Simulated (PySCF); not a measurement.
C3H10AsNSi.
Atom-mapped SMILES: `[CH2:1]=[CH:2][CH2:3][Si@@H:4]([NH2:5])[AsH2:6]` (hydrogens: H7, H8 on C1; H9 on C2; H10, H11 on C3; H12 on Si4; H13, H14 on N5; H15, H16 on As6)

Theory: PySCF, PBE0-D3(BJ)/def2-SVP geometry optimisation, gas phase.

Q: What internal coordinates does the optimisation give?

A: 
```tsv
bond	length (Å)
C1=C2	1.337
C2–C3	1.490
C3–Si4	1.895
Si4–N5	1.735
Si4–As6	2.371
C1–H7	1.093
C1–H8	1.095
C2–H9	1.097
C3–H10	1.105
C3–H11	1.103
Si4–H12	1.502
N5–H13, N5–H14	1.013
As6–H15, As6–H16	1.525
```

Bonds in one row agree within 0.01 Å and their mean is given. A selection of angles:
```tsv
angle	degrees
C2–C1–H7	121.4
C2–C1–H8	121.6
H7–C1–H8	117.1
C1–C2–C3	125.7
C1–C2–H9	118.7
C3–C2–H9	115.5
C2–C3–Si4	110.8
C2–C3–H10	111.0
C2–C3–H11	111.8
Si4–C3–H10	106.8
Si4–C3–H11	108.8
H10–C3–H11	107.4
C3–Si4–N5	110.5
C3–Si4–As6	107.9
C3–Si4–H12	107.8
N5–Si4–As6	105.5
N5–Si4–H12	112.4
As6–Si4–H12	112.6
Si4–N5–H13	121.1
Si4–N5–H14	119.9
H13–N5–H14	111.1
Si4–As6–H15	91.9
Si4–As6–H16	93.0
H15–As6–H16	92.5
```

Dihedral angles: C1–C2–C3–Si4 -109° (anticlinal); C2–C3–Si4–N5 -65° (synclinal).

Si4 (SiH silicon) is distorted tetrahedral (angles from 105.5° to 112.6°). The C–C distances run from 1.337 Å (C1=C2, drawn double) to 1.490 Å (C2–C3, drawn single), a spread of 0.153 Å. N5 (silicon-bound nitrogen) has angles 121.1°, 119.9° and 111.1°, sum 352.2°, 0.19 Å off the plane of its three neighbours. Of the pairs four or more bonds apart, H8···H11 is among the closest relative to their van der Waals radii: 2.51 Å, 105 % of the sum of Bondi's values. As6 (arsenic bonded to Si and 2 H) is pyramidal (angles 93.0°, 92.5° and 91.9°, sum 277.4°, 0.94 Å off the plane of its three neighbours).

Point group: C1 (no symmetry element, even within 0.4 Å). No PBE0-D3(BJ)/def2-SVP frequencies stand behind this structure, so it isn't proved a minimum. One conformer, not necessarily the lowest (C1–C2–C3–Si4 -109°, C2–C3–Si4–N5 -65°, C3–Si4–N5–H -83° and 131°, C3–Si4–As6–H 43° and 135°).

Time: 4.1 min wall. Hardware: one thread, Arm Neoverse V1, shared host. This is the geometry optimisation.
